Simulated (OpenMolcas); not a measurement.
# Pt6+: moving or changing the point charges

Pt6+ among 5 point charges of -1 e arranged as a trigonal bipyramid (D3h), 2.26 Å from the ion, with the axial distance 2.576 Å.
```
   2.2600    0.0000    0.0000  -1.00
  -1.1300    1.9572    0.0000  -1.00
  -1.1300   -1.9572    0.0000  -1.00
   0.0000    0.0000    2.5764  -1.00
   0.0000    0.0000   -2.5764  -1.00
```

- Program: OpenMolcas 26.06
- Method: SS-CASPT2, IPEA 0.25 Eh, imaginary shift 0.1 Eh (closed shells correlated: 4f 5s 5p)
- Basis: ANO-RCC-VDZP [7s6p4d2f]
- Scalar Hamiltonian: DKH2, point nucleus
- Active space: 4 electrons in 5 orbitals (5d)
- State averaging: 2S+1 = 5 even, 5 roots; 2S+1 = 3 even, 45 roots; 2S+1 = 1 even, 50 roots
- Spin-orbit coupling: RASSI with atomic mean-field integrals over the reference wave functions

Runs around this geometry, states (labels of D3, the rotations of D3h). Energies in cm-1 above the lowest state or level, χT in cm3 K/mol.

```
R (Å)  q (e)  Axial / equatorial distance  Ground state  First state of that spin  First gap with spin-orbit (degeneracies)  χT at 300 K  First state of another spin
 2.26  -0.65                         1.14           5A1                     5E 40                               8070 (1, 1)        0.027                     3E 20290
 2.06     -1                         1.14           5A1                    5E 180                               7870 (1, 1)        0.027                    3A2 20090
 2.26     -1                         1.14           5A1                     5E 18                               7970 (1, 1)        0.027                    3A2 20230
 2.39     -1                         1.14           5A1                      5E 7                               8030 (1, 1)        0.027                     3E 20270
 2.26     -1                         1.23            5E                   5A1 930                               7710 (1, 1)        0.027                    3A2 20650
```

The ground state changes within this set.

Roots that are degenerate in the reference are averaged as groups; the widest CASPT2 spread within a group is 140 cm-1 (the 2-fold group of multiplicity 5 near 175 cm-1 above the lowest state of its run, R = 2.06, q = -1, ratio = 1.14). Shifts and gaps below about the spread of the groups concerned are not significant. Point charges give a weaker field than real ligands, and real ions of this kind are as a rule low spin; the high spin found here belongs to the model. The ground term spreads over less than 5000 cm-1, several times less than with real ligands, so orbital moments are less quenched and χT lies further from the spin-only value than at real sites. Free-ion shares, where given, are those of the reference states; single-state CASPT2 does not remix them. Spin-orbit coupling mixes the spin-free states strongly: the lowest level takes only 23 % from its leading state, 5E, which lies 40 cm-1 above the lowest spin-free state (figures for R = 2.26, q = -0.65, ratio = 1.14; the like holds for R = 2.06, q = -1, ratio = 1.14, R = 2.26, q = -1, ratio = 1.14, R = 2.39, q = -1, ratio = 1.14, R = 2.26, q = -1, ratio = 1.23). Point charges carry no covalency, so the field is a model and not that of real ligands. No measured value stands beside these numbers.
